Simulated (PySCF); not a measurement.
## AsI⁻: script and output

The script input.py:

```python
from pyscf import gto, dft

mol = gto.M(
    atom='As 0 0 0; I 0 0 2.327',
    basis='def2-svp',
    ecp={'I': 'def2-svp'},
    charge=-1,
    spin=1,
    verbose=4,
)
mf = dft.UKS(mol, xc='tpssh')
mf.kernel()
g = mf.nuc_grad_method()
g.grid_response = True
g.kernel()
mf.dip_moment()
print('orbital energies (hartree):', [e[max(0, n-3):n+3].round(4) for e, n in zip(mf.mo_energy, mol.nelec)])
```

```bash
$ OMP_NUM_THREADS=1 python input.py
```

It prints (some set-up lines and the per-cycle HOMO/LUMO lines with their warnings removed):

```
PySCF version 2.14.0

[INPUT] verbose = 4
[INPUT] num. atoms = 2
[INPUT] num. electrons = 59
[INPUT] charge = -1
[INPUT] spin (= nelec alpha-beta = 2S) = 1
[INPUT] symmetry False subgroup None
[INPUT] Mole.unit = angstrom
[INPUT] Symbol           X                Y                Z      unit          X                Y                Z       unit  Magmom
[INPUT]  1 As     0.000000000000   0.000000000000   0.000000000000 AA    0.000000000000   0.000000000000   0.000000000000 Bohr   0.0
[INPUT]  2 I      0.000000000000   0.000000000000   2.327000000000 AA    0.000000000000   0.000000000000   4.397392691863 Bohr   0.0

nuclear repulsion = 187.611172758487
number of shells = 22
number of NR pGTOs = 135
number of NR cGTOs = 58
basis = def2-svp
ecp = {'I': 'def2-svp'}

******** <class 'pyscf.dft.uks.UKS'> ********
method = UKS
initial guess = minao
damping factor = 0
level_shift factor = 0
DIIS = <class 'pyscf.scf.diis.CDIIS'>
diis_start_cycle = 1
diis_space = 8
diis_damp = 0
SCF conv_tol = 1e-09
SCF conv_tol_grad = None
SCF max_cycles = 50
direct_scf = True
direct_scf_tol = 1e-13
number electrons alpha = 30  beta = 29
XC library pyscf.dft.libxc version 7.0.0
    S. Lehtola, C. Steigemann, M. J.T. Oliveira, and M. A.L. Marques.,  SoftwareX 7, 1–5 (2018)
XC functionals = tpssh
    V. N. Staroverov, G. E. Scuseria, J. Tao, and J. P. Perdew.,  J. Chem. Phys. 119, 12129 (2003)
radial grids:
    Treutler-Ahlrichs [JCP 102, 346 (1995); DOI:10.1063/1.469408] (M4) radial grids

becke partition: Becke, JCP 88, 2547 (1988); DOI:10.1063/1.454033
pruning grids: <function nwchem_prune>
grids dens level: 3
symmetrized grids: False
atomic radii adjust function: <function treutler_atomic_radii_adjust>
small_rho_cutoff = 0
Set gradient conv threshold to 3.16228e-05
tot grids = 42384
init E= -2501.54009923154

cycle= 1 E= -2530.4342439033  delta_E= -28.9  |g|=  2.5  |ddm|= 6.17
cycle= 2 E= -2525.76759653813  delta_E= 4.67  |g|= 2.99  |ddm|= 11.4
cycle= 3 E= -2532.53419361656  delta_E= -6.77  |g|= 0.873  |ddm|= 10.8
cycle= 4 E= -2532.97241518572  delta_E= -0.438  |g|= 0.57  |ddm|= 2.83
cycle= 5 E= -2533.16199921495  delta_E= -0.19  |g|= 0.114  |ddm|= 0.797
cycle= 6 E= -2533.16914870527  delta_E= -0.00715  |g|= 0.0449  |ddm|= 0.228
cycle= 7 E= -2533.17055155295  delta_E= -0.0014  |g|= 0.00247  |ddm|= 0.0718
cycle= 8 E= -2533.17055709375  delta_E= -5.54e-06  |g|= 0.000617  |ddm|= 0.00636
cycle= 9 E= -2533.17055740017  delta_E= -3.06e-07  |g|= 0.000259  |ddm|= 0.00139
cycle= 10 E= -2533.17055744668  delta_E= -4.65e-08  |g|= 6.73e-05  |ddm|= 0.000459
cycle= 11 E= -2533.17055745006  delta_E= -3.38e-09  |g|= 1.38e-05  |ddm|= 0.000122
cycle= 12 E= -2533.17055745023  delta_E= -1.77e-10  |g|= 2.25e-06  |ddm|= 3.61e-05
Extra cycle  E= -2533.17055745024  delta_E= -5e-12  |g|= 1.61e-06  |ddm|= 1e-05
converged SCF energy = -2533.17055745024  <S^2> = 0.75257536  2S+1 = 2.0025737

******** <class 'pyscf.grad.uks.Gradients'> for <class 'pyscf.dft.uks.UKS'> ********
unit = Eh/Bohr
grid_response = True
--------------- UKS gradients ---------------
         x                y                z
0 As     0.0000000000     0.0000000000     0.0871224192
1 I    -0.0000000000    -0.0000000000    -0.0871224192
----------------------------------------------

WARN: System has nonzero charge -1; the dipole moment is origin-dependent.
Location of origin: [0. 0. 0.]

Dipole moment(X, Y, Z, Debye):  0.00000,  0.00000, -3.74039
orbital energies (hartree): [array([-0.0814,  0.0323,  0.0651,  0.1821,  0.3791,  0.4839]), array([-0.0804, -0.0794,  0.0749,  0.1118,  0.1915,  0.3897])]
```

In short: E(SCF) = -2533.170557 Eh, 12 cycles, ⟨S²⟩ = 0.753, gradient on the second atom -0.0871 Eh/bohr.

It ran on Arm Neoverse V1 (1 thread, shared host) in 14 s, peak memory 0.33 GiB.

The basis has no diffuse functions, which an anion needs. The bond length is a typed value, not an optimised one. The dipole of an ion depends on the origin. No search for the lowest solution was made.
